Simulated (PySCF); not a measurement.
Coordinates in bohr (charge 0 multiplicity 1):
```
Cr    0.0000   -0.7758   -0.5487
N     0.0000   -3.0514   -2.1582
I     3.8983   -1.1001    1.9787
I    -3.8983   -1.1001    1.9787
I     0.0000    2.7990   -3.5338
```

These are results of PBE0 in PySCF with Cr def2-SVP, N def2-SVP, I def2-SVP with ECP28; scalar-relativistic core potentials, no spin–orbit coupling; density-fitted integrals, not measurements.

This geometry of CrNI3 is a stationary point at this level.

(1) What is the point group?

(2) Is it a minimum?

(3) List the harmonic modes with their infrared intensities.

(4) What are the dipole moment and the gap between the highest occupied and lowest empty levels?

## Answers

(1) C3v.

(2) Yes: all harmonic wavenumbers are real, though the softest, 56 cm⁻¹, leaves little margin.

(3) 
```tsv
symmetry	ω (cm⁻¹)	IR (km/mol, summed over degenerate members)
e	56	0.6
a1	98	0.3
a1	210	0.1
e	237	13.9
e	364	85.0
a1	1306	42.3
```

(4) 0.79 D and 3.12 eV.

Stability towards spin polarisation was not tested. This need not be the most stable arrangement of these atoms.
